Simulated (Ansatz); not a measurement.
## Energy differences in InF

Computed with Ansatz's Gaussian-basis code (development build). Basis cc-pwCVTZ-PP on In, cc-pVTZ on F, scalar-relativistic core potentials (28 electrons on In), no spin–orbit coupling, 5 orbitals frozen in the corrections; active space CAS(6,6). Restricted Hartree–Fock, then the lowest state-specific CASSCF solution met for each case. Coupled cluster stands on the determinant that it favours, not always the lowest RHF. Single-reference values can break down or jump between states where bonds are stretched. Unlike active orbitals can shift such differences by tenths of an eV, at times by over 1 eV.

Case A, singlet: bond length 1.9850 Å.

Case B, triplet: the shape of A.

Case C, singlet: bond length 2.2828 Å.

Energy less that of case A, in eV:

```
case  RHF/ROHF  CASSCF  CCSD(T)
   B    +2.839  +3.109   +3.821
   C    +0.558  +0.481   +0.532
```

(1) What does SC-NEVPT2 give for these differences?

(2) Which case is lowest, and do the methods agree?

## Answers

(1) B: +3.795 eV (87.5 kcal/mol); C: +0.482 eV (11.1 kcal/mol).

(2) A is lowest in SC-NEVPT2. Of the methods shown, RHF/ROHF, CASSCF, CCSD(T) agree.
